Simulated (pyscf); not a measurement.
## HS–InH–Cl, singlet

Gas-phase minimum from PySCF at ωB97X-D3(BJ)/def2-SVP, one conformer. 

```xyz
5

S     -0.5704    -0.5216    -1.0780
In     1.4409    -0.3783     0.1655
Cl     0.9950    -0.1761     2.4574
H     -1.3337    -0.4321     0.0296
H      3.0478    -0.4042    -0.3895
```

Bonds (Å): S1–In2 2.369, S1–H4 1.348, In2–Cl3 2.344, In2–H5 1.700. Bond angles (°): In2–S1–H4 92.6, S1–In2–Cl3 110.9, S1–In2–H5 129.1, Cl3–In2–H5 120.0.

Properties at ωB97X-D3(BJ)/def2-SVP:

| Quantity | Result |
|---|---|
| Harmonic wavenumbers, unscaled | 95, 267, 373, 384, 405, 483, 702, 1911, 2759 cm⁻¹ |
| Zero-point energy | 10.5 kcal/mol |
| Rotational symmetry number | 1 |
| Entropy of this conformer at 298 K and 1 atm, rigid rotor and harmonic oscillator, modes under 100 cm⁻¹ raised to 100 | 326.2 J/(mol K) |
| Dipole moment | 1.56 D |

Single-point totals, which compare only within one level (frozen core for MP2 and CC):

```
level                   total energy (hartree)
----------------------  ----------------------
ωB97X-D3(BJ)/def2-TZVP             -1049.93182
PBE/def2-TZVP                      -1049.47379
r²SCAN/def2-TZVP                   -1049.84953
B3LYP-D3(BJ)/def2-TZVP             -1049.94463
PBE0-D3(BJ)/def2-TZVP              -1049.54820
M06-2X/def2-TZVP                   -1049.73089
ωB97M-D3(BJ)/def2-TZVP             -1049.96207
HF/def2-TZVPP                      -1047.51872
MP2/def2-TZVPP                     -1048.16705
CCSD/def2-TZVPP                    -1048.19893
CCSD(T)/def2-TZVPP                 -1048.22530
```

Soft torsions are taken as harmonic, which can shift the entropy by several J/(mol K). The CCSD(T) − MP2 part came from Ansatz, without density fitting, on the same reference. The frozen core leaves the outer d or s,p core shells of the metals and heavy elements correlated in the MP2 and CC values, and def2-TZVPP describes them poorly, so these totals are far from the basis limit. Elements past Kr carry the def2 core potentials, without spin-orbit coupling.
